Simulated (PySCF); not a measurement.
Gas-phase reaction: GaH₃.NH₃ = GaH + NH₃ + 2 H

Energies from PySCF, thermal terms from the rigid-rotor harmonic-oscillator model, ideal gas at 1 bar. † marks an energy on the PBE0/def2-TZVP geometry and frequencies; other levels use their own. MP2 freezes the core. 6-31G* has spherical d functions here. Open shells (unrestricted): H (multiplicity 2); the rest are closed-shell singlets. B3LYP is the form with VWN-RPA correlation. Ga: all electrons, no relativistic terms. Adducts (GaH₃.NH₃) have no counterpoise correction, and HF, PBE, BLYP, B3LYP and PBE0 lack dispersion. GaH₃.NH₃, GaH: computed as isolated molecules; such fragments, hydroxides, amides, oligomers or adducts are transient or little studied in the gas. MP2 isn't extrapolated to the basis-set limit; its ΔH°(298 K) is 595.5 kJ in def2-SVP and 599.1 kJ in def2-TZVPP. The harmonic model lacks anharmonicity and excited electronic states, which grow with temperature; levels with a mode under 35 cm⁻¹ are left out. Soft modes under 120 cm⁻¹ make the harmonic entropy rough for GaH₃.NH₃.

```csv
level,"ΔE electronic, kJ","ΔH°(298 K), kJ","ΔS°(298 K), J/K","ΔG°(600 K), kJ"
B3LYP/6-31G*,626,587,338,382
BLYP/def2-TZVP†,588,549,338,344
HF/def2-TZVP†,513,474,338,269
M06-2X/def2-TZVP†,630,591,338,386
MP2/def2-TZVPP†,638,599,338,394
PBE/def2-TZVP†,611,572,338,367
PBE0/def2-QZVP†,623,584,338,379
LDA/def2-TZVP†,717,678,338,473
ωB97M-V/def2-TZVP†,636,597,338,392
ωB97X-V/def2-TZVP†,649,610,338,405
```
ΔH° is lowest at HF/def2-TZVP† and highest at LDA/def2-TZVP†. No reference value is set beside these.
